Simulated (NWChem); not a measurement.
Everything below was run with NWChem. System: H₂OPbS, charge 0, spin multiplicity 1, at a geometry optimised with PBE/def2-SVP with def2 effective core potentials on Pb. The structure started from a generated list of species. Level: G0W0@PBE0/def2-TZVPD with def2 effective core potentials on Pb, RI basis def2-tzvpd-rifit, no spin-orbit coupling.

The NWChem input:

```
start mol
memory heap 200 mb stack 700 mb global 1700 mb
geometry units angstroms nocenter noautoz
  Pb     0.313353    -0.294451     0.000000
  O      1.284406     1.604906     0.000000
  H      0.637354     2.338601     0.000000
  S     -2.123333     0.601866     0.000000
  H     -2.634195    -0.662737     0.000000
  symmetry group Cs
end
basis spherical
  * library def2-tzvpd
end
ecp
  Pb library def2-ecp
end
basis "ri basis" bse spherical
  * library def2-tzvpd-rifit
end
dft
  xc pbe0
  iterations 100
  direct
  tolerances tight
end
task dft energy
gw
  method cdgw
  states alpha occ 4 vir 2
end
task dft gw
```

Output (cleaned and shortened):

```
             Northwest Computational Chemistry Package (NWChem) 7.3.0
             --------------------------------------------------------

                                NWChem Input Module
                                -------------------

 Scaling coordinates for geometry "geometry" by  1.889725989
 (inverse scale =  0.529177249)

 Turning off AUTOSYM since
 SYMMETRY directive was detected!

                             Geometry "geometry" -> ""
                             -------------------------

 Output coordinates in angstroms (scale by  1.889725989 to convert to a.u.)

  No.       Tag          Charge          X              Y              Z
 ---- ---------------- ---------- -------------- -------------- --------------
    1 Pb                  82.0000     0.31335300    -0.29445100     0.00000000
    2 O                    8.0000     1.28440600     1.60490600     0.00000000
    3 H                    1.0000     0.63735400     2.33860100     0.00000000
    4 S                   16.0000    -2.12333300     0.60186600     0.00000000
    5 H                    1.0000    -2.63419500    -0.66273700     0.00000000

 Effective nuclear repulsion energy (a.u.)     494.3614880968

            Nuclear Dipole moment (a.u.)
            ----------------------------
        X                 Y               Z
 ---------------- ---------------- ----------------
     0.0000472431    -0.0000264562     0.0000000000

      Symmetry information
      --------------------

 Group name             Cs
 Group number              2
 Group order               2
 No. of unique centers     5

      Symmetry unique atoms

     1    2    3    4    5


 Summary of "ao basis" -> "" (spherical)
 ------------------------------------------------------------------------------
       Tag                 Description            Shells   Functions and Types
 ---------------- ------------------------------  ------  ---------------------
 *                         def2-tzvpd                 on all atoms

 Summary of "ri basis" -> "" (spherical)
 ------------------------------------------------------------------------------
       Tag                 Description            Shells   Functions and Types
 ---------------- ------------------------------  ------  ---------------------
 *                      def2-tzvpd-rifit              on all atoms

                                 NWChem DFT Module
                                 -----------------

 Summary of "ao basis" -> "ao basis" (spherical)
 ------------------------------------------------------------------------------
       Tag                 Description            Shells   Functions and Types
 ---------------- ------------------------------  ------  ---------------------
 Pb                        def2-tzvpd               18       56   7s5p4d2f
 O                         def2-tzvpd               14       40   6s4p3d1f
 H                         def2-tzvpd                5        9   3s2p
 S                         def2-tzvpd               16       46   6s6p3d1f

 Summary of "ao basis" -> "ao basis" (spherical)
 ------------------------------------------------------------------------------
       Tag                 Description            Shells   Functions and Types
 ---------------- ------------------------------  ------  ---------------------
 Pb                        def2-tzvpd               18       56   7s5p4d2f
 O                         def2-tzvpd               14       40   6s4p3d1f
 H                         def2-tzvpd                5        9   3s2p
[...]
  ----- ------------  ---------------      ----- ------------  ---------------
   123      0.492714  4 S  pz               126      0.341091  4 S  pz
   120      0.214443  4 S  pz               114     -0.181682  4 S  pz
    65     -0.115427  2 O  pz                68     -0.098229  2 O  pz
    19      0.090253  1 Pb pz                71     -0.082314  2 O  pz
   117     -0.082526  4 S  pz                13     -0.075792  1 Pb pz

 Vector   25  Occ=0.000000D+00  E=-9.189056D-02  Symmetry=a"
              MO Center=  2.0D-01, -3.1D-01,  6.0D-13, r^2= 4.2D+00
   Bfn.  Coefficient  Atom+Function         Bfn.  Coefficient  Atom+Function
  ----- ------------  ---------------      ----- ------------  ---------------
    19      0.515391  1 Pb pz                13     -0.392443  1 Pb pz
    22      0.382583  1 Pb pz                16      0.314843  1 Pb pz
   123     -0.161869  4 S  pz               126     -0.154067  4 S  pz
    65     -0.129749  2 O  pz                68     -0.109711  2 O  pz
    71     -0.109769  2 O  pz                10      0.081548  1 Pb pz

 Vector   26  Occ=0.000000D+00  E=-3.082655D-02  Symmetry=a'
              MO Center=  2.6D-01, -2.8D-01, -4.8D-13, r^2= 7.2D+00
   Bfn.  Coefficient  Atom+Function         Bfn.  Coefficient  Atom+Function
  ----- ------------  ---------------      ----- ------------  ---------------
    20      0.591463  1 Pb px                62     -0.479858  2 O  s
    17      0.447943  1 Pb px                11     -0.285013  1 Pb px
    21      0.279249  1 Pb py                14      0.223693  1 Pb px
    99      0.215535  3 H  s                124      0.214803  4 S  px
   154      0.209980  5 H  s                 73      0.204385  2 O  py

 Vector   27  Occ=0.000000D+00  E=-2.300068D-02  Symmetry=a'
              MO Center=  1.7D-01, -6.1D-01,  5.4D-13, r^2= 7.6D+00
   Bfn.  Coefficient  Atom+Function         Bfn.  Coefficient  Atom+Function
  ----- ------------  ---------------      ----- ------------  ---------------
     6      0.624374  1 Pb s                 21      0.445974  1 Pb py
    18      0.368518  1 Pb py                 7     -0.296722  1 Pb s
     5      0.273784  1 Pb s                  3     -0.234999  1 Pb s
    12     -0.226758  1 Pb py                73      0.223115  2 O  py
   124     -0.223869  4 S  px                99     -0.214238  3 H  s

 center of mass
 --------------
 x =   0.11584996 y =  -0.10722382 z =   0.00000000

 moments of inertia (a.u.)
 ------------------
         271.172286522363          81.843223142150           0.000000000000
          81.843223142150         704.887620643096           0.000000000000
           0.000000000000           0.000000000000         976.059907165458

     Multipole analysis of the density
     ---------------------------------

     L   x y z        total         alpha         beta         nuclear
     -   - - -        -----         -----         ----         -------
     0   0 0 0      0.000000    -24.000000    -24.000000     48.000000

     1   1 0 0      0.166001     17.847516     17.847516    -35.529031
     1   0 1 0     -1.221411    -17.303643    -17.303643     33.385876
     1   0 0 1     -0.000000     -0.000000     -0.000000      0.000000

     2   2 0 0    -40.763500   -189.721020   -189.721020    338.678541
     2   1 1 0     -0.759506      4.530755      4.530755     -9.821016
     2   1 0 1      0.000000      0.000000      0.000000      0.000000
     2   0 2 0    -34.305041    -78.248743    -78.248743    122.192445
     2   0 1 1     -0.000000     -0.000000     -0.000000      0.000000
     2   0 0 2    -34.581047    -17.290523    -17.290523      0.000000

 Task  times  cpu:       44.9s     wall:       44.9s

                                NWChem Input Module
                                -------------------

                                 NWChem GW Module
                                 ----------------

                             ***********************
                             ***        GW       ***
                             ***********************

 Summary of "ri basis" -> "ri basis" (spherical)
 ------------------------------------------------------------------------------
       Tag                 Description            Shells   Functions and Types
 ---------------- ------------------------------  ------  ---------------------
 Pb                     def2-tzvpd-rifit            42      200   10s9p9d7f4g3h
 O                      def2-tzvpd-rifit            26       92   9s7p5d4f1g
 H                      def2-tzvpd-rifit            10       24   5s3p2d
 S                      def2-tzvpd-rifit            33      129   10s8p7d6f2g

                 Memory Information
                 ------------------
          Available GA per process is          1699.8 MBs
          Available stack per process is        700.0 MBs
          Available heap per process is           0.0 MBs

          Peak memory in Initialization
              Peak GA per process is                 16.7 MBs
              Peak stack per process is               0.3 MBs
              Peak heap per process is               17.4 MBs
              Memory not in MA per process            0.0 MBs

          Peak memory in CDGW Calculation
              Peak GA per process is                 20.3 MBs
              Peak stack per process is               3.4 MBs
              Peak heap per process is                3.5 MBs
              Memory not in MA per process            0.0 MBs

          Computing 2-center integrals
          Computing Inverse Cholesky factor
          Computing 3-center integrals
          Computing Vxc

          Computing Sigma_x
          Computing W(iw) on the imaginary grid
          Solving quasiparticle equations

                  Alpha Orbitals
          State     Energy (eV)     Error (eV)
          -----------------------------------
@GW        21        -10.090           0.004
@GW        22         -9.944           0.004
@GW        23         -9.167           0.004
@GW        24         -8.803           0.004
@GW        25         -0.690           0.004
@GW        26          0.786           0.004

     GW Timing Statistics
   ------------------------
   Init.   :          0.2s
     ERIs  :          2.3s
     Distr.:          0.0s
     Vxc   :          4.1s
   Vmo     :          0.0s
   iW      :          4.2s
   I_n     :          0.0s
   R_n     :          0.3s
   GW total:         11.1s

 Task  times  cpu:       11.1s     wall:       11.1s

 Total times  cpu:       56.1s     wall:       56.1s
```
